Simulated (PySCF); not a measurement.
PySCF job for B(Me)(vinyl)(OH) (C3H7BO), SMILES C=CB(C)O, TDA-PBE/def2-SVPD. The structure is a stationary point at B3LYP-D3(BJ)/def2-SVP. One conformer was computed; it need not be the lowest.

```python
import numpy as np
from pyscf import gto, scf, dft, tdscf

mol = gto.M(
    atom='''
    B     0.05693213   -0.45603435    0.00000000
    C    -0.72386107   -1.83112143   -0.00000000
    H    -1.38921138   -1.88691481    0.88013106
    H    -1.38921138   -1.88691481   -0.88013106
    H    -0.08419158   -2.72966623    0.00000000
    C    -0.71129419    0.91039262    0.00000000
    C    -0.09330836    2.10217241   -0.00000000
    H    -1.80965150    0.90381285   -0.00000000
    H    -0.63893159    3.05262245   -0.00000000
    H     1.00039825    2.16603178   -0.00000000
    O     1.42006236   -0.39524910   -0.00000000
    H     1.83642135   -1.26546822    0.00000000
    ''',
    basis='def2-SVPD',
    charge=0,
    spin=0,
    symmetry=True,
    max_memory=1600,
    verbose=4,
)
mf = dft.RKS(mol, xc='pbe').density_fit(auxbasis='def2-universal-jkfit')
mf.grids.level = 3
mf.conv_tol = 1e-9
mf.max_cycle = 100
mf.kernel()
mf.grids = dft.Grids(mol).set(level=1).build(with_non0tab=True)  # coarser grid for the response kernel
td = tdscf.TDA(mf)
td.singlet = True
td.nstates = 10
td.conv_tol = 1e-4
td.positive_eig_threshold = 1e-6
td.kernel(x0=td.get_init_guess(mf, 15))
td.analyze()
tt = tdscf.TDA(mf)
tt.singlet = False
tt.nstates = 4
tt.conv_tol = 1e-4
tt.positive_eig_threshold = 1e-6
tt.kernel(x0=tt.get_init_guess(mf, 9))
tt.analyze(verbose=3)
```

Log of the run:

```
PySCF version 2.14.0

[INPUT] verbose = 4
[INPUT] num. atoms = 12
[INPUT] num. electrons = 38
[INPUT] charge = 0
[INPUT] spin (= nelec alpha-beta = 2S) = 0
[INPUT] symmetry True subgroup None
[INPUT] Mole.unit = angstrom
[INPUT] Symbol           X                Y                Z      unit          X                Y                Z       unit  Magmom
[INPUT]  1 B      0.056932130000  -0.456034350000   0.000000000000 AA    0.107586133388  -0.861780024894   0.000000000000 Bohr   0.0
[INPUT]  2 C     -0.723861070000  -1.831121430000   0.000000000000 AA   -1.367899174535  -3.460318003522   0.000000000000 Bohr   0.0
[INPUT]  3 H     -1.389211380000  -1.886914810000   0.880131060000 AA   -2.625229037329  -3.565752211286   1.663206657123 Bohr   0.0
[INPUT]  4 H     -1.389211380000  -1.886914810000  -0.880131060000 AA   -2.625229037329  -3.565752211286  -1.663206657123 Bohr   0.0
[INPUT]  5 H     -0.084191580000  -2.729666230000   0.000000000000 AA   -0.159099028194  -5.158321586174   0.000000000000 Bohr   0.0
[INPUT]  6 C     -0.711294190000   0.910392620000   0.000000000000 AA   -1.344151213094   1.720392717625   0.000000000000 Bohr   0.0
[INPUT]  7 C     -0.093308360000   2.102172410000   0.000000000000 AA   -0.176327245532   3.972530121517   0.000000000000 Bohr   0.0
[INPUT]  8 H     -1.809651500000   0.903812850000   0.000000000000 AA   -3.419745715908   1.707958754363   0.000000000000 Bohr   0.0
[INPUT]  9 H     -0.638931590000   3.052622450000   0.000000000000 AA   -1.207405717433   5.768620392199   0.000000000000 Bohr   0.0
[INPUT] 10 H      1.000398250000   2.166031780000   0.000000000000 AA    1.890478707994   4.093206841304   0.000000000000 Bohr   0.0
[INPUT] 11 O      1.420062360000  -0.395249100000   0.000000000000 AA    2.683528940204  -0.746912549981   0.000000000000 Bohr   0.0
[INPUT] 12 H      1.836421350000  -1.265468220000   0.000000000000 AA    3.470333400804  -2.391388355141   0.000000000000 Bohr   0.0

nuclear repulsion = 152.559453550746
point group symmetry = Cs
symmetry origin: [-9.94592666e-10  2.98377811e-09  0.00000000e+00]
symmetry axis x: [ 1.00000000e+00  3.39737000e-10 -5.97428814e-19]
symmetry axis y: [ 3.39737000e-10 -1.00000000e+00  1.22872097e-19]
symmetry axis z: [-9.22777508e-19  1.22872303e-19  1.00000000e+00]
num. orbitals of irrep A' = 110
num. orbitals of irrep A" = 49
number of shells = 69
number of NR pGTOs = 223
number of NR cGTOs = 159
basis = def2-SVPD
ecp = {}


[settings echo left out]
init E= -218.339005530918
HOMO (A") = -0.332795983971327  LUMO (A") = -0.147934902430383  gap/eV = 5.03033
cycle= 1 E= -218.059633563752  delta_E= 0.279  |g|= 0.817  |ddm|= 5.49
HOMO (A') = -0.11307856011129  LUMO (A") = 0.00899971943351346  gap/eV = 3.32192
cycle= 2 E= -217.585465814457  delta_E= 0.474  |g|= 1.67  |ddm|= 2.39
HOMO (A") = -0.227177846402222  LUMO (A") = -0.0584992902542495  gap/eV = 4.58998
cycle= 3 E= -218.192722282648  delta_E= -0.607  |g|= 0.285  |ddm|= 1.64
HOMO (A") = -0.250770297449545  LUMO (A") = -0.0757123036965184  gap/eV = 4.76357
cycle= 4 E= -218.212318201065  delta_E= -0.0196  |g|= 0.0564  |ddm|= 0.337
HOMO (A") = -0.245095611451477  LUMO (A") = -0.0717258674802803  gap/eV = 4.71763
cycle= 5 E= -218.212652574102  delta_E= -0.000334  |g|= 0.0434  |ddm|= 0.11
HOMO (A") = -0.244657593928404  LUMO (A") = -0.0712798375940868  gap/eV = 4.71785
cycle= 6 E= -218.213150204622  delta_E= -0.000498  |g|= 0.00908  |ddm|= 0.058
HOMO (A") = -0.244526411153808  LUMO (A") = -0.0710910890205261  gap/eV = 4.71942
cycle= 7 E= -218.213175403095  delta_E= -2.52e-05  |g|= 0.00139  |ddm|= 0.0137
HOMO (A") = -0.244689261161949  LUMO (A") = -0.0712373711443288  gap/eV = 4.71987
cycle= 8 E= -218.213175832033  delta_E= -4.29e-07  |g|= 0.000466  |ddm|= 0.00236
HOMO (A") = -0.244642499196282  LUMO (A") = -0.0712077559488205  gap/eV = 4.71940
cycle= 9 E= -218.213175886909  delta_E= -5.49e-08  |g|= 0.000121  |ddm|= 0.000814
HOMO (A") = -0.244658354004702  LUMO (A") = -0.0712164751784977  gap/eV = 4.71959
cycle= 10 E= -218.213175890729  delta_E= -3.82e-09  |g|= 3.23e-05  |ddm|= 0.000241
HOMO (A") = -0.24465730012715  LUMO (A") = -0.0712178539008039  gap/eV = 4.71953
cycle= 11 E= -218.213175890991  delta_E= -2.62e-10  |g|= 1.29e-05  |ddm|= 7.08e-05
HOMO (A") = -0.244656348739625  LUMO (A") = -0.0712154754413877  gap/eV = 4.71957
Extra cycle  E= -218.213175890958  delta_E= 3.25e-11  |g|= 1.7e-05  |ddm|= 4.87e-05
converged SCF energy = -218.213175890958
tot grids = 43208
Overwritten attributes  positive_eig_threshold  of <class 'pyscf.tdscf.rks.TDA'>


******** <class 'pyscf.tdscf.rks.TDA'> for <class 'pyscf.df.df_jk.DFSymAdaptedRKS'> ********
nstates = 10 singlet
deg_eia_thresh = 1.000e-03
wfnsym = None
conv_tol = 0.0001
eigh lindep = 1e-12
eigh level_shift = 0
eigh max_cycle = 100


Excitation energies (eV)
[5.30922404 6.19464785 6.25856634 6.40461596 6.66849181 7.04060934
 7.20775702 7.43132953 7.52275739 7.60103947]

** Singlet excitation energies and oscillator strengths **
Excited State   1:   A"      5.30922 eV    233.53 nm  f=0.0001
      18 -> 20       -0.70380
Excited State   2:   A"      6.19465 eV    200.15 nm  f=0.0027
      19 -> 21        0.70538
Excited State   3:   A"      6.25857 eV    198.10 nm  f=0.0003
      17 -> 20       -0.70058
Excited State   4:   A'      6.40462 eV    193.59 nm  f=0.3515
      16 -> 20       -0.14784
      19 -> 20        0.62898
      19 -> 24        0.20574
Excited State   5:   A'      6.66849 eV    185.93 nm  f=0.0094
      18 -> 21        0.70209
Excited State   6:   A'      7.04061 eV    176.10 nm  f=0.0788
      16 -> 20        0.64595
      16 -> 24       -0.10487
      19 -> 24        0.21393
Excited State   7:   A"      7.20776 eV    172.01 nm  f=0.0001
      15 -> 20        0.70495
Excited State   8:   A"      7.43133 eV    166.84 nm  f=0.0229
      19 -> 22       -0.70314
Excited State   9:   A"      7.52276 eV    164.81 nm  f=0.0224
      19 -> 23       -0.70337
Excited State  10:   A'      7.60104 eV    163.11 nm  f=0.0266
      17 -> 21       -0.69987

** Transition electric dipole moments (AU) **
state          X           Y           Z        Dip. S.      Osc.
  1         0.0000      0.0000      0.0223      0.0005      0.0001
  2         0.0000     -0.0000      0.1323      0.0175      0.0027
  3        -0.0000     -0.0000      0.0467      0.0022      0.0003
  4        -0.1351      1.4906      0.0000      2.2401      0.3515
  5        -0.0125      0.2398     -0.0000      0.0576      0.0094
  6         0.3946      0.5485     -0.0000      0.4566      0.0788
  7         0.0000      0.0000     -0.0174      0.0003      0.0001
  8         0.0000     -0.0000      0.3548      0.1259      0.0229
  9        -0.0000      0.0000     -0.3483      0.1213      0.0224
 10        -0.3656     -0.0962      0.0000      0.1429      0.0266

** Transition velocity dipole moments (imaginary part, AU) **
state          X           Y           Z        Dip. S.      Osc.
  1         0.0000      0.0000      0.0295      0.0009      0.0030
  2         0.0000     -0.0000      0.0282      0.0008      0.0023
  3        -0.0000     -0.0000     -0.0331      0.0011      0.0032
  4        -0.0456      0.1521      0.0000      0.0252      0.0714
  5         0.0120      0.0734      0.0000      0.0055      0.0151
  6         0.0141      0.0693     -0.0000      0.0050      0.0129
  7         0.0000      0.0000     -0.0142      0.0002      0.0005
  8         0.0000      0.0000      0.0931      0.0087      0.0212
  9         0.0000      0.0000     -0.1059      0.0112      0.0270
 10        -0.0888     -0.0251      0.0000      0.0085      0.0203

** Transition magnetic dipole moments (imaginary part, AU) **
state          X           Y           Z
  1         0.1756     -0.4361      0.0000
  2        -0.3576     -0.1989     -0.0000
  3         0.2860      0.3863      0.0000
  4        -0.0000     -0.0000      0.2399
  5        -0.0000      0.0000     -0.2814
  6         0.0000      0.0000      0.1471
  7         0.1167     -0.6449      0.0000
  8        -0.4493     -0.0704      0.0000
  9         0.3802      0.1449     -0.0000
 10         0.0000     -0.0000      0.7486


******** <class 'pyscf.tdscf.rks.TDA'> for <class 'pyscf.df.df_jk.DFSymAdaptedRKS'> ********
nstates = 4 triplet
deg_eia_thresh = 1.000e-03
wfnsym = None
conv_tol = 0.0001
eigh lindep = 1e-12
eigh level_shift = 0
eigh max_cycle = 100


Excitation energies (eV)
[3.87467832 4.89570482 5.84757826 6.15046598]

** Triplet excitation energies and oscillator strengths **
Excited State   1:   A'      3.87468 eV    319.99 nm  f=0.0000
Excited State   2:   A"      4.89570 eV    253.25 nm  f=0.0000
Excited State   3:   A"      5.84758 eV    212.03 nm  f=0.0000
Excited State   4:   A"      6.15047 eV    201.59 nm  f=0.0000
```

The run converged.

Cost: roughly 70 core-seconds.
